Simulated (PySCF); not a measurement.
B(All)(Cl)(OH) (C₃H₆BClO), SMILES ClB(O)CC=C.

Coordinates come from a B3LYP-D3(BJ)/def2-SVP optimisation. One conformer was computed; it need not be the lowest.

Two levels are set side by side: PBE/def2-TZVP (PySCF) and PBE0/def2-TZVP (PySCF). Same geometry, gas phase. Differences are taken from unrounded values.

```
quantity                      PBE0    PBE  PBE minus PBE0
---------------------------  -----  -----  --------------
orbital gap (eV)              7.16   5.01           -2.15
highest occupied level (eV)  -7.42  -6.27            1.15
lowest empty level (eV)      -0.26  -1.26           -0.99
dipole moment (D)             2.63   2.51           -0.13
mean polarisability (bohr³)   65.4   67.9             2.4
```

Without exact exchange PBE keeps part of each electron's self-repulsion, which lifts occupied levels and narrows the gap. Loosely held outer electrons make PBE densities more polarisable. Differences between two approximate levels are no errors against the true value.

Rough cost on one machine, each run with all the roots and properties that it gave: PBE0 against PBE within a factor of 2.
